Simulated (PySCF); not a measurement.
`InChI=1S/C7H3F/c1-3-5-6-7(8)4-2/h1-2,5H`

Geometry:
```csv
atom,x (Å),y (Å),z (Å)
C1,2.816,1.319,-1.133
C2,2.148,0.606,-0.414
C3,1.396,-0.232,0.456
C4,0.171,-0.653,0.217
C5,-1.066,-1.051,0.012
F6,-1.328,-2.198,-0.630
C7,-2.208,-0.319,0.444
C8,-3.179,0.306,0.814
H9,3.401,1.947,-1.780
H10,1.888,-0.543,1.390
H11,-4.037,0.864,1.140
```

Computed, not measured: PySCF 2.14.0, quadratic response CAM-B3LYP/def2-TZVPD first hyperpolarisability, Taylor convention, gas phase. Geometry: PBE0-D3(BJ)/def2-SVP.

What is the first hyperpolarisability, and how does it disperse?

In 10⁻³⁰ esu, Taylor convention; the vector part is βᵢ = ⅓ Σⱼ (βᵢⱼⱼ + βⱼᵢⱼ + βⱼⱼᵢ); β∥ is 3/5 of the vector part along the dipole, the dipole points from − to +:
```tsv
process	λ (nm)	β vector norm	β∥	β HRS	depolarisation ratio
static β(0;0,0)	∞	0.91	-0.27	0.46	3.08
second harmonic β(−2ω;ω,ω)	1907	0.99	-0.25	0.50	3.12
Pockels β(−ω;ω,0)	1907	0.93	-0.27	–	–
second harmonic β(−2ω;ω,ω)	1064	1.28	-0.18	0.64	3.25
Pockels β(−ω;ω,0)	1064	1.00	-0.25	–	–
```

Which lowest excitations, dipole and polarisabilities go with it?

S1 4.16 eV (f = 0.000); S2 5.22 eV (f = 0.002); S3 5.29 eV (f = 0.000); dipole 1.85 D; isotropic α 94.3 au static, 94.9 au at 1907 nm, 96.1 au at 1064 nm, 96.5 au at 953.5 nm, 102.1 au at 532 nm.
